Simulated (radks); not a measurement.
Ba3+, 53 electrons, occupied as [Kr] 4d10 5s2 5p4.75 6s0.25 (fractional occupations, a model configuration). All-electron calculation, scalar-relativistic Kohn-Sham, r2SCAN, spin-polarised, spherical densities, finite nucleus; open shells are filled with parallel spins first (spin-orbit coupling, left out, can overturn this in heavy ions); meta-GGA in the generalised Kohn-Sham scheme; Fermi nuclear charge, rms radius 4.8378 fm. Program: a radial shooting solver on a logarithmic mesh with Libxc functionals.

Radial electron density D(r) = 4 pi r^2 rho(r):

```
   r/bohr * D(r) (the largest magnitude, 95.9, reaches the edge; | marks zero)
 0.002981 |       *
 0.004008 |           *
 0.005432 |                 *
 0.007303 |                         *
 0.009818 |                                *
  0.01331 |                                       *
  0.01789 |                                         *
  0.02425 |                                       *
   0.0326 |                                    *
  0.04418 |                                       *
   0.0594 |                                                *
  0.07986 |                                                      *
   0.1082 |                                               *
   0.1455 |                                       *
   0.1972 |                                            *
   0.2651 |                                          *
   0.3593 |                       *
   0.4831 |               *
   0.6495 |                  *
   0.8803 |           *
    1.184 |    *
    1.604 |   *
    2.157 | *
    2.923 *
    3.929 *
    5.283 *
     7.16 *
```

D(r) has 4 maxima, at r = 0.0179, 0.0792, 0.224, 0.629 bohr, and minima at 0.0345, 0.148, 0.460 bohr, inside which lie 1.97, 11.17, 28.92 electrons.
